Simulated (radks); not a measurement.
Species: Mn+. Configuration: [Ar] 3d5 4s1. Calculated with a radial shooting solver on a logarithmic mesh with Libxc functionals: scalar-relativistic Kohn-Sham, Slater X-alpha with alpha = 0.598, spin-polarised, spherical densities, finite nucleus; open shells are filled with parallel spins first; Fermi nuclear charge, rms radius 3.7057 fm.

Radial electron density D(r) = 4 pi r^2 rho(r):

r (bohr),D(r) (e/bohr),spin D(r)
0.00685,4.700,0.00188
0.007848,5.843,0.00232
0.008991,7.212,0.00285
0.0103,8.827,0.00347
0.0118,10.70,0.00417
0.01352,12.84,0.00494
0.01549,15.21,0.00575
0.01761,17.62,0.00652
0.02017,20.28,0.00728
0.02311,22.93,0.00787
0.02648,25.41,0.00818
0.03033,27.52,0.00805
0.03475,29.07,0.00735
0.03982,29.88,0.00593
0.04562,29.84,0.00373
0.05226,28.98,0.000875
0.05987,27.46,-0.00230
0.0686,25.65,-0.00507
0.07859,24.03,-0.00620
0.09004,23.15,-0.00382
0.1032,23.42,0.00471
0.1182,24.98,0.0230
0.1354,27.54,0.0558
0.1551,30.38,0.110
0.1777,32.49,0.194
0.2036,32.90,0.319
0.2333,31.02,0.503
0.2673,27.00,0.761
0.3062,21.74,1.11
0.3508,16.62,1.56
0.4019,13.00,2.10
0.4605,11.56,2.69
0.5276,12.07,3.26
0.6044,13.51,3.72
0.6925,14.60,3.98
0.7933,14.47,3.99
0.9089,12.94,3.77
1.041,10.45,3.37
1.193,7.708,2.90
1.356,5.414,2.44
1.553,3.567,2.01
1.78,2.340,1.63
2.039,1.584,1.31
2.336,1.111,1.02
2.676,0.7846,0.760
3.066,0.5315,0.526
3.513,0.3311,0.330
4.025,0.1833,0.183
4.611,0.08771,0.0877
5.283,0.03540,0.0354
6.053,0.01176,0.0118
6.934,0.003134,0.00313
7.945,0.0006515,0.000651
9.102,0.0001024,0.000102

D(r) has 3 maxima, at r = 0.0424, 0.196, 0.732 bohr, and minima at 0.0937, 0.472 bohr, inside which lie 2.12, 10.61 electrons.
